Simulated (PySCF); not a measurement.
Ligands exchanged one at a time, Ga SiH3-H. Isolated molecules, 0 K electronic values unless said otherwise. Strings in code marks are SMILES.

The S1 excitation (TDA) from two functionals at the same geometries (PBE0-D3(BJ)/def2-TZVP), both in PySCF: PBE-D3(BJ)/def2-TZVP and ωB97X-D3(BJ)/def2-TZVP. Excitations are Tamm–Dancoff values on a coarser integration grid. The basis has no diffuse functions, so Rydberg states are missing or too high.

| species | ωB97X-D3(BJ)/def2-TZVP (eV) |
|---|---|
| 0 of 3 SiH3 replaced by H | 3.59 |
| 1 of 3 SiH3 replaced by H | 3.77 |
| 2 of 3 SiH3 replaced by H (`[SiH3][GaH2]`) | 4.34 |

Task: What does PBE-D3(BJ)/def2-TZVP give for each?

Result: 
- 0 of 3 SiH3 replaced by H: 3.12
- 1 of 3 SiH3 replaced by H: 3.37
- 2 of 3 SiH3 replaced by H (`[SiH3][GaH2]`): 3.90
Over these rows, drawn at random from the members with no instability flagged (it was tested for open shells, ions and some series alone), PBE minus ωB97X-D3(BJ): mean -0.44 eV, from -0.47 eV to -0.40 eV.
